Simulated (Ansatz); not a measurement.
The cluster Cs3⁺. Total charge 1; singlet. Geometry PBE0/def2-TZVP; atoms count from 1.

| atom | x (Å) | y (Å) | z (Å) |
| --- | --- | --- | --- |
| Cs1 | 1.747 | -0.670 | 2.402 |
| Cs2 | -0.251 | 2.885 | -0.941 |
| Cs3 | -1.496 | -2.214 | -1.461 |

In the def2 sets Cs takes a core potential; there is no spin–orbit coupling. The restricted singlet is unstable towards broken spin symmetry in Hartree–Fock (as tested in another run); at PBE0/def2-TZVP this wasn't settled. The structure comes from a short search, and lower isomers may exist.

Estimate the Mulliken populations from the PBE0/def2-TZVP orbitals of Ansatz.


```
atom  charge (e)
 Cs1        0.33
 Cs2        0.33
 Cs3        0.33
```
Mulliken values and Mayer orders depend strongly on the basis.

And the Mayer bond orders between bonded heavy atoms (over 0.3)?

Cs1–Cs2 0.44 (5.27 Å); Cs1–Cs3 0.44 (5.28 Å); Cs2–Cs3 0.44 (5.27 Å).
